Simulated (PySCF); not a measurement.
How methods differ on the excitation energy of Ca

Ca [Ar] 4s2 (1S) → Ca [Ar] 4s1 5s1 (3S), as a difference of total energies. All numbers are calculated (PySCF 2.14, scalar relativity by spin-free X2C-1e, in x2c-TZVPPall with one added diffuse shell each of s, p, d type (7s6p4d, 45 functions)). Correlated levels: valence: [Ar] frozen; valence and next inner shell: [Ne] frozen. The calculations carry no spin-orbit coupling.

```json
{"method": "UHF", "excitation energy (cm⁻¹)": "25044"}
{"method": "LDA", "excitation energy (cm⁻¹)": "31540"}
{"method": "PBE", "excitation energy (cm⁻¹)": "30458"}
{"method": "PBE0", "excitation energy (cm⁻¹)": "30103"}
{"method": "r2SCAN", "excitation energy (cm⁻¹)": "29296"}
{"method": "BHandHLYP", "excitation energy (cm⁻¹)": "31183"}
{"method": "r2SCAN0", "excitation energy (cm⁻¹)": "29460"}
{"method": "wB97M-V", "excitation energy (cm⁻¹)": "31738"}
{"method": "M06-2X", "excitation energy (cm⁻¹)": "32514"}
{"method": "MP2 (valence)", "excitation energy (cm⁻¹)": "28655"}
{"method": "SCS-MP2 (valence)", "excitation energy (cm⁻¹)": "29769"}
{"method": "MP2 (valence and next inner shell)", "excitation energy (cm⁻¹)": "30287"}
{"method": "SCS-MP2 (valence and next inner shell)", "excitation energy (cm⁻¹)": "31045"}
```

Errors of the correlated levels include the incompleteness of this basis and the frozen core.

For comparison: 31540 cm⁻¹ (measured; NIST levels).
